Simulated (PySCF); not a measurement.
Exercise with solution: chemical shift, span and skew from a shielding tensor

C2H6N, SMILES C=[NH+]C, charge +1. Atoms are numbered in the order given.

```xyz
9

C     -0.2332     1.2312     0.0000
N      0.4105     0.1356     0.0000
C     -0.1673    -1.2145     0.0000
H     -1.3171     1.2177     0.0000
H      0.3052     2.1716     0.0000
H      1.4290     0.1801     0.0000
H      0.1816    -1.7385     0.8893
H     -1.2512    -1.1420     0.0000
H      0.1816    -1.7385    -0.8893
```
Charge +1, spin multiplicity 1.

Geometry: B3LYP-D3(BJ)/def2-TZVP. The isomer is the one that the SMILES or the coordinates give; other isomers of the formula were not compared.

GIAO shieldings from PBE/pcSseg-1 (PySCF), non-relativistic, no solvent. The symmetric part of the tensor of N2 has the principal values -148.5, -10.4, 200.0 ppm. The same nucleus in NH3 has σ = 267.0 ppm at this level (PySCF, at its B3LYP-D3(BJ)/def2-TZVP geometry).

Work out the isotropic shielding, the ¹⁵N shift against NH3, the span and the skew.


σ(iso) = (σ11 + σ22 + σ33)/3 = 13.7 ppm. δ = σ(ref) − σ(iso) = 267.0 − (13.7) = 253.3 ppm.
Span Ω = σ33 − σ11 = 348.5 ppm. Skew κ = 3(σ(iso) − σ22)/Ω = 0.21. Tumbling in solution averages the tensor to δ; in a static solid the shielding alone would spread this spin-1/2 line over Ω.
